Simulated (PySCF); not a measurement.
C₂H₆O₃Si.

```xyz
12

O     -1.2080     1.6105     0.0000
Si    -0.0354     0.4470     0.0000
O      1.4022     1.2846     0.0000
C     -0.1778    -1.0514     1.1431
O      0.1311    -1.8903     0.0000
C     -0.1778    -1.0514    -1.1431
H     -0.8958     2.5235     0.0000
H      2.2205     0.7749     0.0000
H      0.5454    -1.2335     1.9567
H     -1.1946    -1.2554     1.5365
H      0.5454    -1.2335    -1.9567
H     -1.1946    -1.2554    -1.5365
```

The structure is a stationary point at r2SCAN-D4/def2-SVP. This is a generated structure with no PubChem entry under its InChIKey; it may be hypothetical. One conformer was computed; it need not be the lowest.

Computed with PBE0/pcSseg-1 (PySCF). Non-relativistic, no solvent.

Problem. Give the absolute GIAO shielding of each atom: isotropic value and principal components (ppm). (The exact figures need the calculation; the answer reports its results.)

Solution. 
```csv
atom,σ(iso),σ11,σ22,σ33,span
O1,274.0,247.0,258.3,316.6,69.5
Si2,362.5,332.1,354.0,401.3,69.2
O3,286.3,254.5,292.5,312.0,57.5
C4,102.9,36.7,96.3,175.8,139.0
O5,334.4,306.6,329.4,367.3,60.8
C6,102.9,36.7,96.3,175.8,139.0
H7,28.9,20.6,24.2,41.8,21.1
H8,29.5,21.2,24.6,42.6,21.4
H9,27.0,23.1,25.5,32.5,9.5
H10,26.7,23.2,25.7,31.3,8.2
H11,27.0,23.1,25.5,32.5,9.5
H12,26.7,23.2,25.7,31.3,8.2
```
